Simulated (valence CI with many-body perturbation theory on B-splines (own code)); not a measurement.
# E1 line list for Sb44+

Level of theory: valence CI with perturbative core correlation (CI+MBPT): five valence electrons over a frozen Dirac-Fock core [He], radial functions for each j: 9 s, 9 p, 8 d, 6 f, 3 g, 1 h, with the one-electron correlation potential Σ1, the two-electron term Σ2, the three-electron term Σ3, Breit, model QED; selected CI, second order for the rest (own B-spline code, finite nucleus).

The last digits are not significant, and no measured levels were compared; by estimate large intervals hold to a few tenths of a per cent, small ones and those within an open d or f shell to about a per cent. Among the levels kept, up to 1400 cm⁻¹ of a level comes from second order outside the variational space, and about a tenth of that is noise between levels of different J, which matters for small intervals.

Lines 1 to 50 of 243 in falling wavelength, among levels below 4720.2 eV, chosen from the strongest by gf and those to the six lowest levels. Wavelengths and rates use the calculated energies. Electric multipoles are in the length gauge, E1 and E2 with the static RPA response of the core. Weak lines are less certain than strong ones. Lines between different terms over intervals too small for the method are left out, as are lines whose strength nearly cancels. The highest levels of a list are the least certain.

Levels are named by their leading jj configuration (3d3/2^4 stands for four electrons in 3d with j = 3/2), which in mixed levels can hold well under half, so a name can repeat and another be missing. Letters in brackets count levels of one name in rising energy.

| λ vac (Å) | Upper | Lower | A (s⁻¹) | S (a.u.) with core polarisation | S without |
| --- | --- | --- | --- | --- | --- |
| 217.6 | (2s^2 2p1/2 2p3/2 3p1/2) J=5/2 | (2s^2 2p1/2 2p3/2 3s) J=3/2 [b] | 1.95e+09 | 5.94e-02 | 5.94e-02 |
| 215.4 | (2s 2p1/2^2 2p3/2 3p1/2) J=3/2 | (2s 2p1/2^2 2p3/2 3s) J=3/2 [b] | 2.36e+09 | 4.66e-02 | 4.66e-02 |
| 203.6 | (2s^2 2p1/2 2p3/2 3p1/2) J=5/2 | (2s^2 2p1/2 2p3/2 3s) J=5/2 | 2.47e+09 | 6.18e-02 | 6.18e-02 |
| 203.4 | (2s^2 2p1/2^2 3p1/2) J=1/2 | (2s^2 2p1/2^2 3s) J=1/2 | 5.14e+09 | 4.27e-02 | 4.27e-02 |
| 188.4 | (2s^2 2p1/2 2p3/2 3p1/2) J=3/2 [a] | (2s^2 2p1/2 2p3/2 3s) J=3/2 [a] | 3.10e+09 | 4.10e-02 | 4.10e-02 |
| 187.0 | (2s 2p1/2^2 2p3/2 3p1/2) J=5/2 | (2s 2p1/2^2 2p3/2 3s) J=5/2 | 2.59e+09 | 5.01e-02 | 5.01e-02 |
| 180.6 | (2s 2p1/2^2 2p3/2 3d3/2) J=7/2 | (2s 2p1/2^2 2p3/2 3p3/2) J=7/2 | 1.74e+09 | 4.05e-02 | 4.05e-02 |
| 179.9 | (2s^2 2p3/2^2 3p1/2) J=5/2 | (2s^2 2p3/2^2 3s) J=3/2 | 3.56e+09 | 6.14e-02 | 6.14e-02 |
| 178.6 | (2s^2 2p3/2^2 3p1/2) J=1/2 | (2s^2 2p3/2^2 3s) J=1/2 | 7.07e+09 | 3.98e-02 | 3.98e-02 |
| 176.1 | (2s^2 2p3/2^2 3p1/2) J=3/2 | (2s^2 2p3/2^2 3s) J=5/2 | 5.90e+09 | 6.36e-02 | 6.36e-02 |
| 168.0 | (2s^2 2p3/2^2 3p1/2) J=5/2 | (2s^2 2p3/2^2 3s) J=5/2 | 4.24e+09 | 5.96e-02 | 5.96e-02 |
| 156.6 | (2s^2 2p1/2 2p3/2 3d5/2) J=3/2 [b] | (2s^2 2p1/2 2p3/2 3p3/2) J=1/2 [b] | 4.32e+09 | 3.28e-02 | 3.28e-02 |
| 149.5 | (2s 2p1/2^2 2p3/2 3d5/2) J=9/2 | (2s 2p1/2^2 2p3/2 3p3/2) J=7/2 | 1.20e+10 | 1.98e-01 | 1.98e-01 |
| 148.8 | (2s^2 2p1/2 2p3/2 3p1/2) J=3/2 [b] | (2s^2 2p1/2 2p3/2 3s) J=5/2 | 8.56e+09 | 5.57e-02 | 5.57e-02 |
| 141.5 | (2s^2 2p1/2 2p3/2 3d5/2) J=9/2 | (2s^2 2p1/2 2p3/2 3p3/2) J=7/2 | 1.30e+10 | 1.82e-01 | 1.82e-01 |
| 139.3 | (2s^2 2p1/2^2 3d5/2) J=5/2 | (2s^2 2p1/2^2 3p3/2) J=3/2 | 1.34e+10 | 1.07e-01 | 1.07e-01 |
| 137.3 | (2s^2 2p1/2 2p3/2 3d5/2) J=7/2 [a] | (2s^2 2p1/2 2p3/2 3p3/2) J=5/2 [a] | 1.16e+10 | 1.19e-01 | 1.19e-01 |
| 137.0 | (2s 2p1/2^2 2p3/2 3d5/2) J=5/2 | (2s 2p1/2^2 2p3/2 3p3/2) J=3/2 [a] | 5.13e+09 | 3.90e-02 | 3.90e-02 |
| 134.8 | (2s^2 2p1/2 2p3/2 3d5/2) J=5/2 [a] | (2s^2 2p1/2 2p3/2 3p3/2) J=3/2 [a] | 6.60e+09 | 4.79e-02 | 4.79e-02 |
| 134.7 | (2s^2 2p1/2 2p3/2 3d5/2) J=7/2 [b] | (2s^2 2p1/2 2p3/2 3p3/2) J=5/2 [b] | 9.73e+09 | 9.40e-02 | 9.40e-02 |
| 131.6 | (2s^2 2p3/2^3) J=3/2 | (2s 2p1/2^2 2p3/2^2) J=5/2 | 2.49e+07 | 1.12e-04 | 1.12e-04 |
| 131.0 | (2s^2 2p1/2 2p3/2 3d5/2) J=5/2 [b] | (2s^2 2p1/2 2p3/2 3p3/2) J=3/2 [b] | 8.00e+09 | 5.33e-02 | 5.33e-02 |
| 130.5 | (2s 2p1/2^2 2p3/2 3d5/2) J=3/2 | (2s 2p1/2^2 2p3/2 3p3/2) J=3/2 [a] | 7.63e+09 | 3.35e-02 | 3.35e-02 |
| 108.8 | (2s^2 2p1/2 2p3/2 3d5/2) J=3/2 [b] | (2s^2 2p1/2 2p3/2 3p3/2) J=3/2 [a] | 8.94e+09 | 2.27e-02 | 2.27e-02 |
| 99.05 | (2s 2p1/2^2 2p3/2 3p3/2) J=3/2 [a] | (2s 2p1/2^2 2p3/2 3s) J=3/2 [a] | 3.45e+10 | 6.61e-02 | 6.61e-02 |
| 97.57 | (2s^2 2p3/2^2 3p3/2) J=5/2 | (2s^2 2p3/2^2 3s) J=3/2 | 1.09e+10 | 2.99e-02 | 2.99e-02 |
| 97.40 | (2s^2 2p1/2 2p3/2 3d3/2) J=5/2 [b] | (2s^2 2p1/2 2p3/2 3p1/2) J=3/2 [b] | 9.20e+09 | 2.52e-02 | 2.52e-02 |
| 97.08 | (2s^2 2p1/2 2p3/2 3p3/2) J=3/2 [a] | (2s^2 2p1/2 2p3/2 3s) J=3/2 [b] | 1.39e+10 | 2.51e-02 | 2.51e-02 |
| 93.96 | (2s^2 2p3/2^2 3p3/2) J=5/2 | (2s^2 2p3/2^2 3s) J=5/2 | 8.34e+09 | 2.05e-02 | 2.05e-02 |
| 93.19 | (2s 2p1/2^2 2p3/2 3d3/2) J=5/2 | (2s 2p1/2^2 2p3/2 3p1/2) J=5/2 | 1.12e+10 | 2.69e-02 | 2.69e-02 |
| 92.93 | (2s^2 2p3/2^2 3p3/2) J=7/2 | (2s^2 2p3/2^2 3s) J=5/2 | 3.95e+10 | 1.25e-01 | 1.25e-01 |
| 92.39 | (2s 2p1/2^2 2p3/2 3p3/2) J=7/2 | (2s 2p1/2^2 2p3/2 3s) J=5/2 | 4.93e+10 | 1.54e-01 | 1.54e-01 |
| 91.59 | (2s 2p1/2^2 2p3/2 3p3/2) J=5/2 [b] | (2s 2p1/2^2 2p3/2 3s) J=3/2 [b] | 5.90e+10 | 1.34e-01 | 1.34e-01 |
| 91.42 | (2s^2 2p1/2 2p3/2 3p3/2) J=1/2 [a] | (2s^2 2p1/2 2p3/2 3s) J=1/2 | 3.58e+10 | 2.70e-02 | 2.70e-02 |
| 91.18 | (2s 2p1/2^2 2p3/2 3d3/2) J=5/2 | (2s^2 2p1/2 2p3/2 3d3/2) J=3/2 [c] | 1.22e+10 | 2.74e-02 | 2.74e-02 |
| 91.09 | (2s 2p1/2^2 2p3/2 3p3/2) J=5/2 [a] | (2s 2p1/2^2 2p3/2 3s) J=3/2 [a] | 3.63e+10 | 8.12e-02 | 8.13e-02 |
| 90.96 | (2s^2 2p1/2 2p3/2 3p3/2) J=5/2 [a] | (2s^2 2p1/2 2p3/2 3s) J=3/2 [a] | 4.57e+10 | 1.02e-01 | 1.02e-01 |
| 90.82 | (2s 2p1/2^2 2p3/2 3d3/2) J=7/2 | (2s 2p1/2^2 2p3/2 3p1/2) J=5/2 | 2.19e+10 | 6.47e-02 | 6.47e-02 |
| 89.70 | (2s^2 2p1/2 2p3/2 3p3/2) J=7/2 | (2s^2 2p1/2 2p3/2 3s) J=5/2 | 6.17e+10 | 1.76e-01 | 1.76e-01 |
| 89.48 | (2s 2p1/2^2 2p3/2 3d3/2) J=3/2 | (2s^2 2p1/2 2p3/2 3d3/2) J=3/2 [c] | 1.50e+10 | 2.12e-02 | 2.12e-02 |
| 89.22 | (2s^2 2p1/2 2p3/2 3p3/2) J=3/2 [b] | (2s^2 2p1/2 2p3/2 3s) J=3/2 [b] | 2.27e+10 | 3.18e-02 | 3.18e-02 |
| 88.49 | (2s 2p1/2^2 2p3/2 3p3/2) J=1/2 [a] | (2s 2p1/2^2 2p3/2 3s) J=3/2 [a] | 4.88e+10 | 3.34e-02 | 3.34e-02 |
| 87.78 | (2s^2 2p1/2 2p3/2 3p3/2) J=3/2 [a] | (2s^2 2p1/2 2p3/2 3s) J=1/2 | 2.59e+10 | 3.46e-02 | 3.46e-02 |
| 87.78 | (2s^2 2p1/2 2p3/2 3d3/2) J=1/2 [b] | (2s^2 2p1/2 2p3/2 3p1/2) J=3/2 [b] | 3.24e+10 | 2.16e-02 | 2.16e-02 |
| 87.74 | (2s^2 2p1/2 2p3/2 3d3/2) J=3/2 [a] | (2s^2 2p1/2 2p3/2 3p1/2) J=3/2 [a] | 1.80e+10 | 2.40e-02 | 2.40e-02 |
| 86.79 | (2s 2p1/2^2 2p3/2 3d3/2) J=7/2 | (2s^2 2p1/2 2p3/2 3d5/2) J=5/2 [a] | 1.77e+10 | 4.56e-02 | 4.56e-02 |
| 86.57 | (2s^2 2p1/2 2p3/2 3d3/2) J=5/2 [a] | (2s^2 2p1/2 2p3/2 3p1/2) J=3/2 [a] | 3.73e+10 | 7.16e-02 | 7.16e-02 |
| 86.49 | (2s 2p1/2^2 2p3/2 3d3/2) J=3/2 | (2s^2 2p1/2 2p3/2 3d5/2) J=3/2 [a] | 1.84e+10 | 2.36e-02 | 2.36e-02 |
| 86.29 | (2s^2 2p1/2 2p3/2 3d3/2) J=3/2 [c] | (2s^2 2p1/2 2p3/2 3p1/2) J=3/2 [b] | 1.90e+10 | 2.41e-02 | 2.41e-02 |
| 86.07 | (2s^2 2p1/2 2p3/2 3d3/2) J=7/2 | (2s^2 2p1/2 2p3/2 3p1/2) J=5/2 | 4.17e+10 | 1.05e-01 | 1.05e-01 |
